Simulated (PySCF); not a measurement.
**Os (osmium, neutral) across methods**

[Xe] 4f14 5d6 6s2, high-spin 5D determinant. Calculation: PySCF 2.14, in x2c-TZVPPall (11s7p7d3f1g, 97 functions); the spin-free X2C one-electron Hamiltonian (Gaussian nucleus).

```csv
method,E (hartree),mean ε 6s α (eV),mean ε 6s β (eV),mean ε 5d β (eV),Σ⟨r²⟩ (bohr²),⟨S²⟩
PBE,-17255.45,-6.630,-5.341,-5.079,66.69,6.010
revPBE,-17255.91,-6.575,-5.259,-5.087,66.85,6.011
r2SCAN0,-17255.30,-7.457,-6.008,-6.498,66.34,6.019
UHF,-17250.01780,-8.901,-6.773,-9.438,68.48,6.035
r2SCAN,-17255.53,-6.480,-5.195,-5.042,65.83,6.016
LDA,-17244.60,-6.826,-5.661,-5.164,66.34,6.007
LC-wPBE,-17255.17,-9.453,-7.999,-9.055,66.43,6.012
PBE0,-17255.22,-7.348,-5.955,-6.399,66.70,6.012
```

Spin-orbit coupling, absent here, splits the open shell strongly.
